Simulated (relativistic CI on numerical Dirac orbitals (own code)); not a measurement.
# Sensitivity of the levels of Re to α and to the nuclear radius

Computed by Dirac-Coulomb-Breit CI, KLI orbitals optimised for each configuration, valence Slater integrals scaled by 0.85, P86 correlation energy added to each configuration, derivatives by finite differences, QED left out (own radial code, finite nucleus).

CI space (outside the closed core [Xe] 4f14): 5d5.6s2, 5d6.6s, 5d5.6s.6p, 5d7, 5d6.6d, 5d6.7s, 5d3.6s2.7s2. Levels of other configurations are missing.

With x = (α/α₀)² − 1 an excitation energy changes as ω = ω₀ + qx; K = 2q/ω₀ is the relative enhancement. Terms are leading LS components, so labels can repeat. The field-shift factor is F = δν/δ⟨r²⟩ for the transition from the lowest level.

Lowest level 5d5.6s2 6S_5/2.

| Level | ω₀ (cm⁻¹) | q (cm⁻¹) | K | F (GHz/fm²) |
| --- | --- | --- | --- | --- |
| 5d6.6s 6D_9/2 | 7497.1 | 17720 | 4.73 | -28.5 |
| 5d5.6s.6p 8P°_5/2 | 8646.9 | 4317 | 0.998 | -19.7 |
| 5d6.6s 6D_7/2 | 9664.9 | 19730 | 4.08 | -28 |
| 5d6.6s 6D_5/2 | 9960.3 | 12610 | 2.53 | -19.9 |
| 5d5.6s.6p 8P°_7/2 | 10405.8 | 6678 | 1.28 | -20.2 |
| 5d6.6s 6D_3/2 | 10901.5 | 16310 | 2.99 | -22.9 |
| 5d6.6s 6D_1/2 | 11504.1 | 18190 | 3.16 | -24.4 |
| 5d6.6s 6D_5/2 | 11863.3 | 7026 | 1.18 | -11.7 |
| 5d5.6s.6p 8P°_9/2 | 12855.9 | 10140 | 1.58 | -20.7 |
| 5d5.6s2 4P_3/2 | 13703.8 | 6440 | 0.94 | -8.39 |
| 5d5.6s2 4G_5/2 | 14441.8 | 1521 | 0.211 | -2.37 |
| 5d5.6s2 4G_7/2 | 14664.4 | 784.7 | 0.107 | -2.29 |
| 5d5.6s2 4P_1/2 | 14994.9 | 6357 | 0.848 | -6.44 |

For a near-neutral ion this model can misplace configurations by up to about 10,000 cm⁻¹ (more where the count of f electrons changes) and terms by 10 to 25 % of their spread. Rates follow the energies as ν³ (E1, M1) or ν⁵ (E2), so they and the lifetimes can be off by large factors. The fine structure of a lone outer electron comes out too small, for d and f at times inverted, and misplaced configurations move strength between like terms.
